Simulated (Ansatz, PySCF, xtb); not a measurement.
Dissociation curve of SiMg, lowest triplet found (which spin is the ground state isn't settled by this scan).

ROCCSDT(Q) = Ansatz (a quantum-chemistry and plane-wave program) with CCSDT(Q)/B on ROHF/aug-cc-pVDZ, frozen core; GFN1-xTB (xtb); UKS-B3LYP/6-311+G** = unrestricted B3LYP/6-311+G**, spherical d in PySCF.

Total energies in hartree (comparable only within one method and basis):

| R / Å | ROCCSDT(Q) | GFN1-xTB | UKS-B3LYP/6-311+G** |
|---|---|---|---|
| 1.81 | -488.45132 | -2.18806 | -489.39127 |
| 1.95 | -488.51386 | -2.31560 | -489.44972 |
| 2.09 | -488.55278 | -2.37424 | -489.48540 |
| 2.19 | -488.57030 | -2.39403 | -489.50111 |
| 2.29 | -488.58163 | -2.40366 | -489.51103 |
| 2.38 | -488.58785 | -2.40709 | -489.51632 |
| 2.45 | -488.59071 | -2.40763 | -489.51866 |
| 2.54 | -488.59247 | -2.40656 | -489.51998 |
| 2.61 | -488.59270 | -2.40485 | -489.52002 |
| 2.75 | -488.59114 | -2.40007 | -489.51840 |
| 2.83 | -488.58946 | -2.39688 | -489.51683 |
| 3.00 | -488.58498 | -2.38981 | -489.51278 |
| 3.18 | -488.57994 | -2.38291 | -489.50827 |
| 3.37 | -488.57513 | -2.37758 | -489.50388 |
| 3.67 | -488.56937 | -2.37247 | -489.49826 |
| 4.04 | -488.56511 | -2.36766 | -489.49354 |
| 4.48 | -488.56259 | -2.36318 | -489.49030 |
| 4.97 | -488.56133 | -2.35985 | -489.48855 |
| 5.55 | -488.56069 | -2.35780 | -489.48774 |
| 6.30 | -488.56037 | -2.35680 | -489.48747 |
| 7.38 | -488.56022 | -2.35643 | -489.48744 |
| 8.55 | -488.56016 | -2.35634 | -489.48744 |

The T1 diagnostic of CCSD on the restricted reference of ROCCSDT(Q) exceeds 0.045 at 1.81 to 3.18 Å.
